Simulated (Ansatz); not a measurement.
C2H5NSi, SMILES `[SiH3]C1=CN1`, 9 atoms. Total charge 0; spin multiplicity 1. All runs use 2 threads of an Arm Neoverse V1 on a shared host. Correlated methods freeze the cores.

(1) How many basis functions does each run have, and how long does it take in Ansatz? RKS PBE0-D4/def2-TZVP relaxation (12 steps); RKS ωB97M-V/def2-QZVPP energy; RKS PBE0-D4/def2-TZVP frequencies; RKS r2SCANh-D4/def2-TZVPP energy; RKS PBE0-D4/def2-QZVPP energy; RKS SPW92 (LDA)/def2-TZVPP energy; RHF-CCSD(T)/def2-SVP energy; direct RPA on PBE orbitals/def2-TZVPP energy; RKS LC-ωPBE/def2-TZVPP energy; RKS ωB97M-V/def2-SVP energy; RHF-CCSD(T)/def2-TZVPP energy; RKS B3LYP-D4/def2-TZVPP energy and forces. (An estimate is asked.)

Answers

(1) Computed: Other jobs shared the machine, so times are rough.

| level | job | functions | wall time | peak host memory (GiB) |
| --- | --- | --- | --- | --- |
| RKS SPW92 (LDA)/def2-TZVPP | energy | 205 | 1.4 s | 0.21 |
| RKS LC-ωPBE/def2-TZVPP | energy | 205 | 3 s | 0.41 |
| RHF-CCSD(T)/def2-SVP | energy | 85 | 3 s | 0.41 |
| RKS B3LYP-D4/def2-TZVPP | energy and forces | 205 | 4.8 s | 0.42 |
| RKS ωB97M-V/def2-SVP | energy | 85 | 4.9 s | 0.41 |
| RKS r2SCANh-D4/def2-TZVPP | energy | 205 | 5.5 s | 0.41 |
| direct RPA on PBE orbitals/def2-TZVPP | energy | 205 | 5.5 s | 0.41 |
| RKS PBE0-D4/def2-QZVPP | energy | 391 | 8 s | 0.99 |
| RKS ωB97M-V/def2-QZVPP | energy | 391 | 21 s | 1.1 |
| RKS PBE0-D4/def2-TZVP | relaxation (12 steps) | 160 | 42 s | 0.32 |
| RHF-CCSD(T)/def2-TZVPP | energy | 205 | 73 s | 2.6 |
| RKS PBE0-D4/def2-TZVP | frequencies | 160 | 2.1 min | 0.41 |

B3LYP here is the variant with VWN-RPA as its local correlation; programs differ in this. LC-ωPBE has ω = 0.4 bohr⁻¹.
